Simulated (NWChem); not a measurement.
System: C$_{6}$H$_{13}$O, doublet; SMILES [C](C)(CC(C)C)O

NWChem printed, in part:

```
             Northwest Computational Chemistry Package (NWChem) 7.3.0
             --------------------------------------------------------

                             Geometry "geometry" -> ""
                             -------------------------

 Output coordinates in angstroms (scale by  1.889725989 to convert to a.u.)

  No.       Tag          Charge          X              Y              Z
 ---- ---------------- ---------- -------------- -------------- --------------
    1 C                    6.0000     0.86916100    -1.87251500     0.88277800
    2 C                    6.0000    -0.04132400    -1.31667800    -0.16164500
    3 O                    8.0000    -0.61232700    -2.21579100    -1.04052200
    4 C                    6.0000     0.18674300     0.02405900    -0.78269000
    5 C                    6.0000     0.22709800     1.21465000     0.19732600
    6 C                    6.0000     0.57126200     2.51158700    -0.54348500
    7 C                    6.0000    -1.08613500     1.34751200     0.97596900
    8 H                    1.0000     1.11053200    -1.11578100     1.65540900
    9 H                    1.0000     1.84622000    -2.22952500     0.45999300
   10 H                    1.0000     0.41098800    -2.73998700     1.40876000
   11 H                    1.0000    -0.64712800    -3.08532400    -0.59966200
   12 H                    1.0000    -0.62083700     0.18995000    -1.52971600
   13 H                    1.0000     1.14149900     0.02067100    -1.37484300
   14 H                    1.0000     1.04389400     1.02223900     0.93104100
   15 H                    1.0000     0.64070900     3.37093000     0.15418900
   16 H                    1.0000    -0.20963300     2.75408300    -1.29576600
   17 H                    1.0000     1.53814200     2.43044700    -1.08151600
   18 H                    1.0000    -1.33750200     0.40455800     1.50252100
   19 H                    1.0000    -1.03426900     2.16483800     1.72413200
   20 H                    1.0000    -1.92740400     1.57438600     0.28638500

 Effective nuclear repulsion energy (a.u.)     318.7983215196

                                 NWChem DFT Module
                                 -----------------

[...]

                                COSMO-SMD solvation results
                                ---------------------------

             internal energy in gas <Psi(g)|H|Psi(g)> =      -311.470313257412
         internal energy in solvent <Psi(s)|H|Psi(s)> =      -311.469976161803
                               delta internal energy  =         0.000337095609 (    0.21 kcal/mol)
   total free energy in solvent <Psi(s)|H+V/2|Psi(s)> =      -311.474958662619
 polarization energy contribution <Psi(s)|V/2|Psi(s)> =        -0.004982500816 (   -3.13 kcal/mol)
    total free energy in solvent including G(SMD-CDS) =      -311.479766105448
                       G(SMD-CDS) energy contribution =        -0.004807442829 (   -3.02 kcal/mol)
     1 M fixed-concentration free energy of solvation =        -0.009452848036 (   -5.93 kcal/mol)

                    DFT Final Alpha Molecular Orbital Analysis
                    ------------------------------------------

 Vector   27  Occ=1.000000D+00  E=-3.785972D-01
              MO Center=  3.3D-02,  8.6D-01, -2.8D-02, r^2= 4.1D+00
   Bfn.  Coefficient  Atom+Function         Bfn.  Coefficient  Atom+Function
  ----- ------------  ---------------      ----- ------------  ---------------
    46      0.304155   4 C  py               60     -0.298315   5 C  py
    74      0.241309   6 C  py               18     -0.160529   2 C  py
    88      0.161187   7 C  py               50      0.155749   4 C  py
   114      0.145808  15 H  s                64     -0.143747   5 C  py
    78      0.133304   6 C  py              113      0.132336  15 H  s

 Vector   28  Occ=1.000000D+00  E=-3.708297D-01
              MO Center=  7.2D-02,  9.7D-01,  2.2D-02, r^2= 3.6D+00
   Bfn.  Coefficient  Atom+Function         Bfn.  Coefficient  Atom+Function
  ----- ------------  ---------------      ----- ------------  ---------------
   112      0.251690  14 H  s                61      0.230726   5 C  pz
   111      0.231244  14 H  s                59      0.217657   5 C  px
   108      0.181115  12 H  s                47     -0.171047   4 C  pz
   124      0.154543  20 H  s               116      0.152566  16 H  s
    87     -0.146358   7 C  px              107      0.143559  12 H  s

 Vector   29  Occ=1.000000D+00  E=-2.007795D-01
              MO Center= -3.3D-02, -1.3D+00, -2.0D-01, r^2= 2.2D+00
   Bfn.  Coefficient  Atom+Function         Bfn.  Coefficient  Atom+Function
  ----- ------------  ---------------      ----- ------------  ---------------
    17      0.450828   2 C  px               21      0.368654   2 C  px
    20     -0.298335   2 C  s                19     -0.294937   2 C  pz
   102     -0.254859   9 H  s                23     -0.246734   2 C  pz
    31     -0.244136   3 O  px               35     -0.239054   3 O  px
   110     -0.237450  13 H  s                33      0.161253   3 O  pz

 Vector   30  Occ=0.000000D+00  E= 1.186459D-01
              MO Center=  1.9D-01, -1.2D+00,  3.7D-01, r^2= 8.1D+00
   Bfn.  Coefficient  Atom+Function         Bfn.  Coefficient  Atom+Function
  ----- ------------  ---------------      ----- ------------  ---------------
     6      0.938327   1 C  s               106     -0.784391  11 H  s
   100     -0.634661   8 H  s               104     -0.618303  10 H  s
   112     -0.598724  14 H  s                48      0.563699   4 C  s
    34      0.553042   3 O  s                62      0.550216   5 C  s
    90      0.534109   7 C  s                76      0.422295   6 C  s

[...]
```

Level: M06-2X/6-31G* (spherical d), spin-unrestricted, SMD on the gas-phase geometry. Geometry: optimised at PBE-D3(BJ)/def2-SVP, spin-unrestricted. No frequency run checked for a minimum. No stability test was run on the SCF state. Solvent: diethyl ether.

Question: Reconstruct the input file.

Answer: One answer among several that fit: the input that was run:
```
start job
memory heap 200 mb stack 900 mb global 1100 mb
geometry units angstroms noautosym nocenter noautoz
  C      0.869161    -1.872515     0.882778
  C     -0.041324    -1.316678    -0.161645
  O     -0.612327    -2.215791    -1.040522
  C      0.186743     0.024059    -0.782690
  C      0.227098     1.214650     0.197326
  C      0.571262     2.511587    -0.543485
  C     -1.086135     1.347512     0.975969
  H      1.110532    -1.115781     1.655409
  H      1.846220    -2.229525     0.459993
  H      0.410988    -2.739987     1.408760
  H     -0.647128    -3.085324    -0.599662
  H     -0.620837     0.189950    -1.529716
  H      1.141499     0.020671    -1.374843
  H      1.043894     1.022239     0.931041
  H      0.640709     3.370930     0.154189
  H     -0.209633     2.754083    -1.295766
  H      1.538142     2.430447    -1.081516
  H     -1.337502     0.404558     1.502521
  H     -1.034269     2.164838     1.724132
  H     -1.927404     1.574386     0.286385
end
basis spherical
  * library 6-31g*
end
dft
  odft
  mult 2
  xc m06-2x
  iterations 150
end
cosmo
  do_cosmo_smd true
  solvent ether
end
task dft energy
```
